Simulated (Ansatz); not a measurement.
Species: GeBr (charge 0, doublet). SMILES: [Br][Ge]
Geometry: optimised at B3LYP-D3(BJ)/def2-TZVP (Ansatz, a program for electronic structure).

Property: atomisation energy (electronic, to ground-state atoms), in eV. Cores are frozen in the correlated levels unless marked. UHF or UKS for open shells. Spin-orbit coupling is left out. Frozen are the shells of the preceding noble gas and the d and f shells that filled before the atom's block. No relativistic terms. The coupled-cluster limit lacks core correlation, which all-electron functionals hold. CBS(X,Y): correlation extrapolated as X^-3; Hartree-Fock from the larger set (for Q and 5 zeta extrapolated as (X+1)exp(-9√X)). [CCSD(T)-MP2]/basis is that difference in the basis named.

```
level                                                                 program  atomisation energy (eV)  minus last row
-------------------------------------------------------------  --------------  -----------------------  --------------
HF/6-31G*                                                              Ansatz                     2.28           -1.37
revPBE-D4/def2-TZVPD                                           Ansatz + dftd4                     3.77            0.12
B3LYP-D3(BJ)/def2-TZVPD                                        Ansatz + dftd3                     3.73            0.08
B3LYP-D4/def2-TZVPD                                            Ansatz + dftd4                     3.72            0.07
PBE0/6-31G*                                                            Ansatz                     3.62           -0.03
PBE0/def2-TZVP                                                         Ansatz                     3.71            0.06
r2SCANh-D4/def2-TZVPD                                          Ansatz + dftd4                     3.76            0.11
r2SCAN0-D4/def2-TZVPD                                          Ansatz + dftd4                     3.67            0.02
wB97X-V/def2-TZVPD                                                     Ansatz                     3.71            0.06
wB97X/def2-TZVPD                                                       Ansatz                     3.73            0.08
MP2/aug-cc-pVDZ                                                        Ansatz                     3.33           -0.32
RI-MP2/CBS(def2-TZVPP,def2-QZVPP)                                      Ansatz                     3.70            0.05
SCS-MP2/STO-3G                                                         Ansatz                     3.85            0.20
SCS-MP2/def2-SVPD                                                      Ansatz                     3.23           -0.42
SCS-MP2/def2-TZVPP                                                     Ansatz                     3.43           -0.22
CCSD/cc-pVTZ                                                           Ansatz                     3.27           -0.38
CCSD(T)/cc-pVDZ                                                        Ansatz                     3.12           -0.53
CCSD(T)/def2-SVPD                                                      Ansatz                     3.23           -0.42
RI-MP2/CBS(aug-cc-pVTZ,aug-cc-pVQZ)+[CCSD(T)-MP2]/aug-cc-pVQZ          Ansatz                     3.64           -0.01
CCSD(T)/CBS(aug-cc-pVTZ,aug-cc-pVQZ)                                   Ansatz                     3.65            0.00
CCSD(T)/CBS(cc-pVQZ,cc-pV5Z)                                           Ansatz                     3.65            0.00
```
